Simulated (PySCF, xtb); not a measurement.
Si(H)(Me)3 (C3H10Si), SMILES C[SiH](C)C.

Harmonic wavenumbers (cm⁻¹) from xtb with GFN2-xTB at its own minimum, in rising order: 103, 120, 120, 177, 177, 217, 620, 621, 654, 746, 746, 780, 804, 804, 856, 866, 866, 1375, 1375, 1379, 1486, 1491, 1491, 1492, 1492, 1499, 2156, 3031, 3031, 3037, 3039, 3041, 3041, 3043, 3046, 3047.

Problem. What does PBE-D3(BJ)/def2-SVP in PySCF give at its own minimum? (The exact figures need the calculation; the answer reports its results.)

Solution. 149, 164, 164, 195, 195, 229, 593, 593, 603, 652, 690, 690, 820, 820, 840, 880, 880, 1212, 1212, 1222, 1376, 1380, 1380, 1390, 1390, 1398, 2127, 2971, 2971, 2971, 3067, 3067, 3068, 3073, 3073, 3073. Paired by order, the mean absolute difference is 58 cm⁻¹ and the zero-point energies are 74.1 and 72.3 kcal/mol.
